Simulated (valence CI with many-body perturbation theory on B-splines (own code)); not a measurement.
Values are calculated unless marked as measured or tabulated.
Pt5+: magnetic and hyperfine properties of the levels

Method: relativistic CI+MBPT: five valence electrons over a frozen Dirac-Fock core [Xe] 4f14, a basis of 7 s, 7 p, 8 d, 6 f, 4 g, 1 h functions for each j, with the one-electron correlation potential Σ1 (screened to all orders), the two-electron term Σ2, the three-electron term Σ3, Breit, model QED; selected single and double excitations, second order for the rest, scaled by the run's own slope (own B-spline code, finite nucleus).

No measured levels were compared; by estimate terms of the open shell hold to 2 to 4 % of their energy, and close levels can change places; different configurations can be misplaced against each other by 1,000 to 8,000 cm⁻¹. Core correlation moves these levels by up to 14000 cm⁻¹, and in measured spectra 5 to 20 % of such shifts remained as error; rates that hang on mixing are uncertain with them. Among the levels kept, up to 1100 cm⁻¹ of a level comes from second order outside the variational space, and about a tenth of that is noise between levels of different J, which matters for small intervals. Only levels of the ground parity were solved; by the run's estimate the other parity begins above the list, which can be wrong where configurations are misplaced.

A/g_I is the dipole constant over the nuclear g factor μ/I (μ in nuclear magnetons, uniformly magnetised nucleus), B/Q the quadrupole constant per barn. Both hold the static response of the core; the bare values leave it out. Large factors of s and p1/2 electrons are usually good to 5 to 10 %; those of open d and f shells near neutrality can be off by tens of per cent, and small factors of p3/2, d and f electrons come from cancelling terms and can be off by a factor of two or in sign, in half-filled shells by more. B is blank for J = 1/2, where it vanishes, and for nearly pure S terms. Energies count from the lowest level.

Names give the largest LS component (configuration and term), which can be under half, so a name can repeat, a term be missing and a line seem to break the LS rules; names also repeat where a configuration has a term twice. Letters in brackets count levels of one name in rising energy.

| Level | E (cm⁻¹) | g | A/g_I (MHz) | A/g_I bare | B/Q (MHz/b) | B/Q bare |
| --- | --- | --- | --- | --- | --- | --- |
| 5d⁵ ⁶S_5/2 | 0.0 | 1.911 | -2530 | 65.7 | 178 | 98.9 |
| 5d⁵ ⁴G_5/2 [a] | 18099 | 1.034 | 940 | 973 | 1680 | 1430 |
| 5d⁵ ⁴G_7/2 | 24830 | 1.097 | 805 | 1100 | 1610 | 1410 |
| 5d⁵ ⁴D_3/2 [a] | 25908 | 1.348 | 40.7 | 1200 | 1510 | 1320 |
| 5d⁵ ⁴G_11/2 | 26445 | 1.211 | 522 | 1270 | -134 | -194 |
| 5d⁵ ⁴G_5/2 [b] | 27229 | 1.083 | 769 | 981 | 652 | 593 |
| 5d⁵ ⁴G_9/2 | 27777 | 1.168 | 589 | 1150 | 1270 | 1080 |
| 5d⁵ ⁴P_1/2 | 29940 | 1.712 | -1690 | 43.1 |  |  |
| 5d⁵ ⁴D_7/2 | 33887 | 1.281 | 62.7 | 886 | 247 | 263 |
| 5d⁵ ²D_5/2 [a] | 35871 | 1.266 | 170 | 992 | -113 | -130 |
| 5d⁵ ²I_11/2 | 39019 | 1.008 | 1270 | 1380 | 112 | 78.2 |
| 5d⁵ ⁴D_1/2 | 39223 | 0.877 | 2380 | 2520 |  |  |
| 5d⁵ ²F_7/2 [a] | 40407 | 1.125 | 841 | 1350 | -1930 | -1710 |
| 5d⁵ ⁴D_3/2 [b] | 40495 | 1.258 | 524 | 1570 | -1140 | -1040 |
| 5d⁵ ²G_9/2 [a] | 42349 | 1.157 | 659 | 1170 | -187 | -151 |
| 5d⁵ ⁴F_3/2 | 42863 | 0.772 | 2270 | 1760 | -21.2 | -0.739 |
| 5d⁵ ²I_13/2 | 43209 | 1.077 | 1060 | 1410 | 1.66 | -8.32 |
| 5d⁵ ²F_5/2 [a] | 44944 | 1.020 | 1160 | 1290 | -149 | -84.1 |
| 5d⁵ ²H_9/2 | 50568 | 1.107 | 888 | 1290 | 278 | 263 |
| 5d⁵ ⁴F_5/2 | 50901 | 1.092 | 951 | 1300 | -650 | -575 |
| 5d⁵ ²G_7/2 [a] | 51598 | 1.015 | 1370 | 1630 | 18.5 | 69.9 |
| 5d⁵ ²F_5/2 [b] | 54478 | 1.078 | 813 | 969 | -79.8 | -142 |
| 5d⁵ ²D_3/2 [a] | 55222 | 0.734 | 2690 | 2170 | -144 | -114 |
| 5d⁵ ²F_7/2 [b] | 56573 | 1.082 | 1080 | 1480 | 413 | 389 |
| 5d⁵ ²S_1/2 | 58955 | 1.943 | -1850 | 583 |  |  |
| 5d⁵ ⁴F_7/2 | 59674 | 1.184 | 515 | 1100 | -2400 | -2170 |
| 5d⁵ ²G_9/2 [b] | 61314 | 1.093 | 931 | 1280 | 419 | 481 |
| 5d⁵ ²H_11/2 | 61524 | 1.067 | 1070 | 1380 | 21.6 | 105 |
| 5d⁵ ²D_3/2 [b] | 66750 | 0.831 | 1950 | 1540 | -1120 | -975 |
| 5d⁵ ²D_5/2 [b] | 68713 | 1.094 | 904 | 1260 | 536 | 506 |
| 5d⁵ ²D_5/2 [c] | 72845 | 1.113 | 767 | 1110 | -725 | -595 |
| 5d⁵ ²G_9/2 [c] | 73838 | 1.111 | 902 | 1290 | -1810 | -1630 |
| 5d⁵ ²G_7/2 [b] | 76705 | 0.929 | 1700 | 1640 | 2020 | 1750 |
| 5d⁵ ²P_3/2 | 82867 | 1.244 | 248 | 1100 | -1430 | -1240 |
| 5d⁵ ²P_1/2 | 88540 | 0.802 | 1330 | 97.5 |  |  |
| 5d⁵ ²D_5/2 [d] | 96897 | 1.194 | 448 | 1000 | -1300 | -1150 |
| 5d⁵ ²D_3/2 [c] | 99397 | 0.877 | 2260 | 2280 | 2330 | 2060 |
| 5d⁴6s ⁶D_1/2 | 109290 | 3.047 | 33600 | 33500 |  |  |
| 5d⁴6s ⁶D_3/2 | 114700 | 1.833 | 11400 | 11500 | 998 | 868 |
| 5d⁴6s ⁶D_5/2 | 119450 | 1.627 | 7690 | 8020 | 1020 | 862 |

Question: Take the isotope of mass number 195, with I = 1/2, μ = 0.6073 μN. What is the hyperfine structure of 5d⁵ ⁴G_5/2 [a]?

Answer: From the table A = 1140 MHz. Shifts from the centre of gravity in MHz: F = 2: -2000, F = 3: 1420.
